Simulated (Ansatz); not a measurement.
`[BH2][SnH]([OH])[OH]` + H₂ → `[BH2][SnH2][OH]` + H₂O  (hydrogenolysis of the Sn–O bond)

Isolated molecules relaxed with PBE0-D4/def2-TZVP in Ansatz; ΔE leaves out vibrations. CBS: MP2 limit from def2 TZ/QZ plus the TZ coupled-cluster correction, frozen cores. This one scheme is used for every species. Functionals use def2-TZVPP. Elements past krypton have def2 core potentials. For Sn outer-core shells are correlated without core-valence functions, which leaves a few kJ/mol of doubt a bond. One conformer a species, not always the lowest.

**Question.** Is it downhill or uphill in electronic energy at CCSD(T)/CBS, and by how much? (An estimate is asked.)

**Answer.** The calculation gave: Uphill: ΔE = +13.5 kJ/mol.

**Question.** What do these levels give: PBE-D4, ωB97X-V, ωB97M-V, PBE, PBE0, HF/def2-TZVPP, MP2/def2-TZVPP, SCS-MP2/def2-TZVPP, CCSD(T)/def2-TZVPP, MP2/def2-QZVPP, SCS-MP2/def2-QZVPP, CCSD/CBS(def2)? (An estimate is asked.)

**Answer.** Ansatz gave: PBE-D4 11.5, ωB97X-V 12.2, ωB97M-V 9.8, PBE 8.6, PBE0 1.0, HF/def2-TZVPP -1.8, MP2/def2-TZVPP 15.8, SCS-MP2/def2-TZVPP 15.0, CCSD(T)/def2-TZVPP 8.1, MP2/def2-QZVPP 19.3, SCS-MP2/def2-QZVPP 18.1, CCSD/CBS(def2) 9.1 kJ/mol.

Largest T1 diagnostic among the species: 0.014.

From PBE to PBE0 (25 % exact exchange), in def2-TZVPP and without D4, ΔE moves by −7.6 kJ/mol. In def2-TZVPP, CCSD(T) changes the Hartree–Fock value by +10.0 kJ/mol (the triples alone add +4.3 kJ/mol) and MP2 by +17.7 kJ/mol.
